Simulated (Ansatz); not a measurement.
Job for Ansatz (a program for electronic structure): R-SVWN5/def2-TZVPPD on N2 (SMILES N#N). The basis file is the Basis Set Exchange's JSON of that set.

Ansatz 0.2 input:
```yaml
crystal:
  periodic: [false, false, false]
  atoms:
    - {symbol: N, position_ang: [0.00000000, -0.00000000, 0.54545039]}
    - {symbol: N, position_ang: [-0.00000000, 0.00000000, -0.54545039]}
basis:
  gaussian:
    orbitals: def2-TZVPPD.json
hamiltonian:
  xc: {name: SVWN5}
scf: {lower_state_search: off}
```

Program output:

```
WARN ansatz: RAYON_NUM_THREADS=1 ignored (pool sized by the plan → 1); use --threads N
Functional definition: SVWN5
these checks for a lower state are left out or cut short: stability, starts, cluster_reference, orbital_swaps, neighbouring_geometries, increment
integrals: 0.01 GiB planned
358 factors; their error is unknown
mean field: 0.11 GiB planned
mean field evaluation 1: about -2955.7644 eV, gradient 3.2e1 eV
mean field evaluation 2: about -2955.8928 eV, gradient 3.0e1 eV
mean field evaluation 4: about -2957.6487 eV, gradient 6.9e-2 eV
mean field evaluation 8: about -2957.6454 eV, gradient 9.1e-4 eV
mean field -2957.64543532 eV, -108.6914649841 hartree, gradient 9.7e-7 eV, S^2 0.000000; 0 other end points of the search recorded, 0 dependent functions left out
reference -2957.64545411 eV, -108.6914656745 hartree; 7, 7 occupied and 67, 67 virtual orbitals, 358 factors
Total energy: -2957.64545411 eV, -108.6914656745 hartree
Checks for a lower state left out: stability, starts, cluster_reference, orbital_swaps, neighbouring_geometries, increment
```

The run converged.

Cost: around 0.22 core-seconds (rough).
